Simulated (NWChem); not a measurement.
System: C₅H₃N₃; SMILES N#Cc1cncnc1

NWChem input:

```
start job
memory heap 200 mb stack 900 mb global 1100 mb
geometry units angstroms noautosym nocenter noautoz
  N      0.000000     0.000000    -3.165907
  C      0.000000     0.000000    -2.006724
  C      0.000000     0.000000    -0.578366
  C      0.000000    -1.191831     0.162268
  N      0.000000    -1.188913     1.486557
  C      0.000000     0.000000     2.083729
  N      0.000000     1.188913     1.486557
  C      0.000000     1.191831     0.162268
  H      0.000000    -2.162800    -0.345623
  H      0.000000     0.000000     3.180036
  H      0.000000     2.162800    -0.345623
end
basis spherical
  * library 6-31g*
end
dft
  xc m05-2x
  iterations 150
end
cosmo
  dielec 25.0
end
task dft energy
```

Excerpt of the output:

```
             Northwest Computational Chemistry Package (NWChem) 7.3.0
             --------------------------------------------------------

                             Geometry "geometry" -> ""
                             -------------------------

 Output coordinates in angstroms (scale by  1.889725989 to convert to a.u.)

  No.       Tag          Charge          X              Y              Z
 ---- ---------------- ---------- -------------- -------------- --------------
    1 N                    7.0000     0.00000000     0.00000000    -3.16590700
    2 C                    6.0000     0.00000000     0.00000000    -2.00672400
    3 C                    6.0000     0.00000000     0.00000000    -0.57836600
    4 C                    6.0000     0.00000000    -1.19183100     0.16226800
    5 N                    7.0000     0.00000000    -1.18891300     1.48655700
    6 C                    6.0000     0.00000000     0.00000000     2.08372900
    7 N                    7.0000     0.00000000     1.18891300     1.48655700
    8 C                    6.0000     0.00000000     1.19183100     0.16226800
    9 H                    1.0000     0.00000000    -2.16280000    -0.34562300
   10 H                    1.0000     0.00000000     0.00000000     3.18003600
   11 H                    1.0000     0.00000000     2.16280000    -0.34562300

 Effective nuclear repulsion energy (a.u.)     306.1237981231

                                 NWChem DFT Module
                                 -----------------

 Summary of "ao basis" -> "ao basis" (spherical)
 ------------------------------------------------------------------------------
       Tag                 Description            Shells   Functions and Types
 ---------------- ------------------------------  ------  ---------------------
 N                           6-31g*                  6       14   3s2p1d
 C                           6-31g*                  6       14   3s2p1d
 H                           6-31g*                  2        2   2s

 in cosmo_initialize ...

 solvent parameters
 solvname_short: unkn
 solvname_long:  unknown
 dielec:       25.0000

          ---------------
          -cosmo- solvent
          ---------------
 Cosmo: York-Karplus, doi: 10.1021/jp992097l
 dielectric constant -eps-     =  25.00
 screen = (eps-1)/(eps    )    =   0.96000
 surface charge correction     = lagrangian

   van der Waals surface
 --------------------------

[...]

                                   COSMO solvation results
                                   -----------------------

                 gas phase energy =      -356.514920192720
                 sol phase energy =      -356.527216877054
 (electrostatic) solvation energy =         0.012296684334 (    7.72 kcal/mol)

                       DFT Final Molecular Orbital Analysis
                       ------------------------------------

 Vector   25  Occ=2.000000D+00  E=-4.022303D-01
              MO Center=  8.4D-10,  2.8D-08,  1.5D+00, r^2= 3.3D+00
   Bfn.  Coefficient  Atom+Function         Bfn.  Coefficient  Atom+Function
  ----- ------------  ---------------      ----- ------------  ---------------
    61      0.275643   5 N  pz               89      0.275643   7 N  pz
    62      0.252446   5 N  s                90      0.252446   7 N  s
    65      0.200919   5 N  pz               93      0.200919   7 N  pz
    60     -0.192834   5 N  py               88      0.192834   7 N  py
    20     -0.178177   2 C  s                34      0.178506   3 C  s

 Vector   26  Occ=2.000000D+00  E=-3.539800D-01
              MO Center= -1.5D-09, -4.7D-10, -3.9D-01, r^2= 4.3D+00
   Bfn.  Coefficient  Atom+Function         Bfn.  Coefficient  Atom+Function
  ----- ------------  ---------------      ----- ------------  ---------------
    31      0.336472   3 C  px                3     -0.283755   1 N  px
    35      0.256248   3 C  px               73     -0.256301   6 C  px
     7     -0.194156   1 N  px               45      0.182991   4 C  px
   101      0.182991   8 C  px               77     -0.172644   6 C  px
    17     -0.134707   2 C  px               59     -0.130971   5 N  px

 Vector   27  Occ=2.000000D+00  E=-3.447426D-01
              MO Center= -2.7D-10, -4.2D-08,  1.1D+00, r^2= 3.7D+00
   Bfn.  Coefficient  Atom+Function         Bfn.  Coefficient  Atom+Function
  ----- ------------  ---------------      ----- ------------  ---------------
    60      0.365206   5 N  py               88      0.365206   7 N  py
    64      0.278917   5 N  py               92      0.278917   7 N  py
    36      0.219078   3 C  py               32      0.204054   3 C  py
    74     -0.192539   6 C  py               61     -0.135610   5 N  pz
    89      0.135610   7 N  pz               62     -0.114561   5 N  s

 Vector   28  Occ=0.000000D+00  E=-3.630788D-02
              MO Center=  2.0D-09,  2.8D-09,  1.1D-01, r^2= 4.7D+00
   Bfn.  Coefficient  Atom+Function         Bfn.  Coefficient  Atom+Function
  ----- ------------  ---------------      ----- ------------  ---------------
    77      0.392789   6 C  px               35      0.365128   3 C  px
    73      0.355220   6 C  px               31      0.283341   3 C  px
    49     -0.268793   4 C  px              105     -0.268793   8 C  px
     7     -0.257163   1 N  px                3     -0.237233   1 N  px
    45     -0.224382   4 C  px              101     -0.224382   8 C  px

[...]
```

Level: M05-2X/6-31G* (spherical d), COSMO on the gas-phase geometry. All runs use the structure optimised with PBE0/def2-SVP. COSMO prints the solvation energy as gas minus solution, so a positive value is a stabilisation.
